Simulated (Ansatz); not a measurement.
`C[B](C)[InH2]`, charge 0, multiplicity 1.

Question: Give a relaxed structure at PBE0-D4/def2-TZVP (Ansatz). (An estimate is asked.)

Answer: The calculation gave: 
Z-matrix (Å, degrees):
```
C
B 1 1.563
H 1 1.092 2 116.7
H 1 1.103 2 104.3 3 116.2
H 1 1.096 2 113.7 3 -128.8
C 2 1.563 1 118.9 3 151.5
In 2 2.266 1 120.6 3 -28.4
H 6 1.096 2 113.7 1 22.8
H 6 1.092 2 116.7 1 151.6
H 6 1.103 2 104.3 1 -92.1
H 7 1.740 2 123.9 1 -85.3
H 7 1.740 2 123.9 1 94.7
```
Point group C2.
This is one stationary point; other conformers may exist.
